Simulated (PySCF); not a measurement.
# As (arsenic, neutral) across methods

[Ar] 3d10 4s1 4p3 5s1, high-spin 6S determinant (an excited configuration). Calculation: PySCF 2.14, in aug-cc-pVQZ-DK; the spin-free X2C one-electron Hamiltonian (Gaussian nucleus).

| method | E (hartree) | mean ε 4s α (eV) | mean ε 4p α (eV) | mean ε 5s α (eV) | Σ⟨r²⟩ (bohr²) | ⟨S²⟩ |
| --- | --- | --- | --- | --- | --- | --- |
| UHF | -2258.61474 | -28.806 | -14.997 | -3.282 | 66.43 | 8.752 |
| PBE | -2259.912 | -20.290 | -10.112 | -1.980 | 64.95 | 8.751 |
| LDA | -2256.769 | -20.369 | -10.162 | -2.119 | 64.26 | 8.751 |
| BHandHLYP | -2260.195 | -24.542 | -12.445 | -2.551 | 65.52 | 8.751 |
| r2SCAN | -2260.219 | -21.354 | -10.672 | -2.001 | 65.42 | 8.752 |
| MN15 | -2261.722 | -22.989 | -12.048 | -2.403 | 65.23 | 8.751 |
| B3LYP | -2260.257 | -21.982 | -11.010 | -2.242 | 65.02 | 8.751 |
| PBE0 | -2259.963 | -22.600 | -11.473 | -2.379 | 65.26 | 8.751 |
| HSE06 | -2259.959 | -22.138 | -11.034 | -2.087 | 65.07 | 8.751 |

The outer electron is Rydberg-like, and this basis confines it to a smaller radius and binds it less than a complete one would.
